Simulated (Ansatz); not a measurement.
Reaction (ligand exchange at the Si–N bond): `N#C[SiH2]N[SiH3]` + CH₃OH → `CO[SiH2]C#N` + `N[SiH3]`

Computed with Ansatz on PBE0-D4/def2-TZVP structures; ΔE is electronic, products minus reactants. CBS: MP2 limit from def2 TZ/QZ plus the TZ coupled-cluster correction, frozen cores. This one scheme is used for every species. Functionals use def2-TZVPP. One conformer a species, not always the lowest.

Task: Is it downhill or uphill in electronic energy at CCSD(T)/CBS, and by how much? (Best estimate.)

Result: The calculation gave: Downhill: ΔE = -0.32 eV.

Task: What do these levels give: r2SCAN-D4, r2SCANh-D4, revPBE, r2SCANh, CCSD/def2-SVP, CCSD/CBS(def2)? (Estimate.)

Result: Computed: r2SCAN-D4 -0.35, r2SCANh-D4 -0.34, revPBE -0.31, r2SCANh -0.35, CCSD/def2-SVP -0.26, CCSD/CBS(def2) -0.32 eV.

Task: What do rigid-rotor, harmonic-oscillator terms from PBE0-D4/def2-TZVP frequencies (298.15 K, 1 bar) make of the CCSD(T)/CBS value? (Best estimate.)

Result: Ansatz gave: ΔZPE = -0.01 eV, ΔH = -0.32 eV, ΔS = 1 J/(mol·K), ΔG = -0.33 eV. Modes under 50 cm⁻¹ make the entropy rough.

Largest T1 diagnostic among the species: 0.012.

Leaving LDA and LC-ωPBE aside and taking each functional with its dispersion term where it has one, the values, not all of them listed here, spread over 0.09 eV, from B97M-V to revPBE-D4. At CCSD(T), def2-SVP lies +0.05 eV from the extrapolated value and def2-TZVPP −0.01 eV. In def2-TZVPP, CCSD(T) changes the Hartree–Fock value by +0.08 eV (the triples alone add +0.01 eV) and MP2 by +0.07 eV.
